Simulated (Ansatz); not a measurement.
TlI, SMILES [I][Tl].

Coordinates come from a B3LYP-D3(BJ)/def2-TZVP optimisation. The def2 effective core potentials stand for the cores of I, Tl; spin–orbit coupling is left out.

Two levels are set side by side: PBE/def2-TZVPD (Ansatz, a first-principles code) and CAM-B3LYP/def2-TZVPD (Ansatz). Energy differences of separate SCF runs at the same geometry; the states with an electron removed or added have multiplicity 2 and 2. Differences are taken from unrounded values.

| quantity | CAM-B3LYP | PBE | PBE minus CAM-B3LYP |
|---|---|---|---|
| vertical ionisation energy (eV) | 8.91 | 8.87 | -0.04 |
| vertical electron affinity (eV) | 0.54 | 0.44 | -0.10 |
| vertical singlet–triplet gap (eV) | 3.46 | 3.53 | 0.06 |
